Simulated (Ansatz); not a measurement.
Program: Ansatz. Geometries: PBE0-D4/def2-TZVP. ΔE: electronic, gas phase. CCSD(T)/CBS adds triple-zeta CCSD(T) − MP2 to the extrapolated MP2 energy (def2 sets, frozen cores). This one scheme is used for every species. Functionals use def2-TZVPP. B3LYP here is the variant with VWN-RPA as its local correlation; programs differ in this. For Ge outer-core shells are correlated without core-valence functions, which leaves a few kJ/mol of doubt a bond. Scalar relativity is left out up to krypton. One conformer a species, not always the lowest.

`[NH2][GeH2][NH][GeH2][NH2]` + H₂O → `[NH2][GeH2][OH]` + `[NH2][GeH2][NH2]`  (formal hydrolysis of a Ge–N bond)

CCSD(T)/CBS gives -0.1 kcal/mol.

(1) Another level gave -0.7 kcal/mol. Which?
A. CCSD/def2-TZVPP
B. ωB97X-V/def2-TZVPP
C. r2SCAN/def2-TZVPP
D. B3LYP/def2-TZVPP

Largest T1 diagnostic among the species: 0.011.

## Answers

(1) A. CCSD/def2-TZVPP -0.7, ωB97X-V -1.9, r2SCAN -3.0, B3LYP -4.5 kcal/mol.

The D4 term adds +3.1 kcal/mol with B3LYP and +1.9 kcal/mol with PBE0; it sums over pairs of atoms, weighted by their polarisabilities, and B3LYP, whose exchange is more repulsive, gets the larger term. In def2-TZVPP, CCSD(T) changes the Hartree–Fock value by +4.6 kcal/mol (the triples alone add +0.6 kcal/mol) and MP2 by +5.0 kcal/mol.
